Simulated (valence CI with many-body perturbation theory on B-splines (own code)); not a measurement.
## Er³⁷⁺: electric-dipole lines

Level of theory: relativistic CI+MBPT: three valence electrons over a frozen Dirac-Fock core [Ar] 3d10, a basis of 11 s, 11 p, 9 d, 7 f, 5 g, 2 h, 1 i functions for each j, with the one-electron correlation potential Σ1, the two-electron term Σ2, the three-electron term Σ3, Breit, model QED; selected CI, second order for the rest (own B-spline code, finite nucleus).

No measured spectrum was set against this ion. As an estimate, large intervals hold to a few tenths of a per cent, small ones and those within an open d or f shell to about a per cent.

Lines 201 to 250 of 270 in falling wavelength, among levels below 458.75 eV, chosen from the strongest by gf and those to the six lowest levels. Wavelengths and rates use the calculated energies. Electric multipoles are in the length gauge, E1 and E2 with the static RPA response of the core. Weak lines are less certain than strong ones. Lines between different terms over intervals too small for the method are left out, as are lines whose strength nearly cancels. The highest levels of a list are the least certain.

Levels are named by their leading jj configuration (3d3/2^4 stands for four electrons in 3d with j = 3/2), which in mixed levels can hold well under half, so a name can repeat and another be missing. Letters in brackets count levels of one name in rising energy.

```csv
λ vac (Å),Upper,Lower,A (s⁻¹),S (a.u.)
61.22,(4s 4p3/2 4d3/2) J=5/2 [a],(4s 4p1/2 4p3/2) J=3/2 [a],2.69e+11,1.83e-01
61.19,(4s 4p3/2 4d3/2) J=3/2 [a],(4s 4p1/2 4p3/2) J=3/2 [a],4.57e+11,2.07e-01
61.15,(4s 4p3/2 4d3/2) J=1/2 [a],(4s 4p1/2 4p3/2) J=3/2 [a],5.31e+11,1.20e-01
60.72,(4p1/2 4p3/2 4d5/2) J=3/2 [a],(4p1/2^2 4p3/2) J=3/2,1.12e+11,4.96e-02
60.48,(4p1/2 4p3/2^2) J=3/2,(4s 4p1/2^2) J=1/2,2.33e+10,1.02e-02
60.40,(4s 4p3/2 4d3/2) J=1/2 [b],(4s 4p1/2 4p3/2) J=3/2 [b],2.75e+10,5.97e-03
60.22,(4s 4p3/2 4d5/2) J=3/2 [a],(4s 4p1/2 4p3/2) J=5/2,2.58e+09,1.11e-03
60.15,(4p1/2 4p3/2 4d5/2) J=5/2 [b],(4p1/2^2 4p3/2) J=3/2,5.16e+10,3.33e-02
59.95,(4s 4p3/2 4d3/2) J=5/2 [b],(4s 4p1/2 4p3/2) J=5/2,5.79e+09,3.70e-03
59.59,(4s 4p3/2 4d3/2) J=3/2 [b],(4s 4p1/2 4p3/2) J=5/2,1.18e+09,4.95e-04
59.17,(4s 4p3/2 4d5/2) J=5/2 [a],(4s 4p1/2 4p3/2) J=5/2,3.06e+09,1.88e-03
58.19,(4s 4p3/2 4d5/2) J=3/2 [a],(4s 4p1/2 4p3/2) J=3/2 [a],3.21e+08,1.25e-04
58.13,(4s 4p3/2 4d5/2) J=7/2 [a],(4s 4p1/2 4p3/2) J=5/2,1.27e+09,9.87e-04
57.93,(4s 4p3/2 4d3/2) J=5/2 [b],(4s 4p1/2 4p3/2) J=3/2 [a],4.97e+07,2.86e-05
57.60,(4s 4p3/2 4d3/2) J=3/2 [b],(4s 4p1/2 4p3/2) J=3/2 [a],2.10e+07,7.93e-06
57.42,(4s^2 4f5/2) J=5/2,(4s 4p1/2 4p3/2) J=3/2 [b],1.46e+11,8.21e-02
57.41,(4s 4p3/2 4d5/2) J=1/2,(4s 4p1/2 4p3/2) J=3/2 [b],1.96e+10,3.66e-03
57.41,(4s 4p3/2^2) J=1/2,(4s^2 4p1/2) J=1/2,4.38e+09,8.18e-04
57.27,(4s 4p3/2 4d5/2) J=7/2 [b],(4s 4p1/2 4p3/2) J=5/2,1.00e+11,7.42e-02
57.21,(4s 4p3/2 4d5/2) J=5/2 [a],(4s 4p1/2 4p3/2) J=3/2 [a],2.29e+08,1.27e-04
56.56,(4s 4p3/2 4d5/2) J=3/2 [b],(4s 4p1/2 4p3/2) J=3/2 [b],9.11e+06,3.25e-06
56.53,(4p1/2 4p3/2^2) J=1/2,(4s 4p1/2^2) J=1/2,4.02e+09,7.17e-04
56.35,(4s 4p3/2^2) J=3/2,(4s^2 4p1/2) J=1/2,3.25e+10,1.15e-02
55.62,(4s 4p3/2 4d3/2) J=1/2 [b],(4s 4p1/2 4p3/2) J=3/2 [a],4.99e+08,8.47e-05
55.21,(4s 4p1/2 4d5/2) J=3/2,(4s 4p1/2^2) J=1/2,8.96e+10,2.98e-02
55.12,(4s 4p3/2 4d5/2) J=5/2 [b],(4s 4p1/2 4p3/2) J=3/2 [b],1.68e+10,8.31e-03
54.99,(4p3/2^3) J=3/2,(4s 4p1/2 4p3/2) J=3/2 [b],2.25e+10,7.40e-03
54.77,(4s^2 4f5/2) J=5/2,(4s 4p1/2 4p3/2) J=5/2,5.35e+09,2.60e-03
53.98,(4s 4p3/2 4d5/2) J=3/2 [b],(4s 4p1/2 4p3/2) J=5/2,1.83e+09,5.68e-04
53.09,(4s^2 4f5/2) J=5/2,(4s 4p1/2 4p3/2) J=3/2 [a],3.83e+08,1.70e-04
53.08,(4s 4p3/2 4d5/2) J=1/2,(4s 4p1/2 4p3/2) J=3/2 [a],2.39e+09,3.52e-04
53.06,(4s^2 4f7/2) J=7/2,(4s 4p1/2 4p3/2) J=5/2,1.63e+10,9.64e-03
52.67,(4s 4p3/2 4d5/2) J=5/2 [b],(4s 4p1/2 4p3/2) J=5/2,5.55e+09,2.40e-03
52.56,(4p3/2^3) J=3/2,(4s 4p1/2 4p3/2) J=5/2,2.86e+09,8.20e-04
52.35,(4s 4p3/2 4d5/2) J=3/2 [b],(4s 4p1/2 4p3/2) J=3/2 [a],2.63e+09,7.45e-04
51.11,(4s 4p3/2 4d5/2) J=5/2 [b],(4s 4p1/2 4p3/2) J=3/2 [a],7.00e+09,2.77e-03
51.00,(4p3/2^3) J=3/2,(4s 4p1/2 4p3/2) J=3/2 [a],3.04e+09,7.97e-04
48.81,(4s 4p3/2 4d3/2) J=3/2 [a],(4s 4p1/2^2) J=1/2,3.71e+08,8.53e-05
48.79,(4s 4p3/2 4d3/2) J=1/2 [a],(4s 4p1/2^2) J=1/2,1.80e+07,2.06e-06
46.88,(4s 4p3/2 4d5/2) J=3/2 [a],(4s 4p1/2^2) J=1/2,8.71e+08,1.77e-04
46.50,(4s 4p3/2 4d3/2) J=3/2 [b],(4s 4p1/2^2) J=1/2,2.28e+07,4.53e-06
45.21,(4s 4p3/2 4d3/2) J=1/2 [b],(4s 4p1/2^2) J=1/2,1.30e+08,1.18e-05
43.51,(4s 4p3/2 4d5/2) J=1/2,(4s 4p1/2^2) J=1/2,2.65e+09,2.16e-04
43.02,(4s 4p3/2 4d5/2) J=3/2 [b],(4s 4p1/2^2) J=1/2,8.86e+08,1.39e-04
42.11,(4p3/2^3) J=3/2,(4s 4p1/2^2) J=1/2,3.33e+08,4.91e-05
41.19,(4p1/2^2 4d3/2) J=3/2,(4s^2 4p3/2) J=3/2,5.73e+06,7.90e-07
38.93,(4p1/2^2 4d5/2) J=5/2,(4s^2 4p3/2) J=3/2,1.72e+07,3.01e-06
35.08,(4p1/2 4p3/2 4d3/2) J=5/2 [a],(4s^2 4p3/2) J=3/2,2.01e+06,2.56e-07
34.77,(4p1/2 4p3/2 4d3/2) J=3/2 [a],(4s^2 4p3/2) J=3/2,2.08e+06,1.73e-07
34.71,(4p1/2 4p3/2 4d3/2) J=1/2 [a],(4s^2 4p3/2) J=3/2,1.29e+06,5.33e-08
```
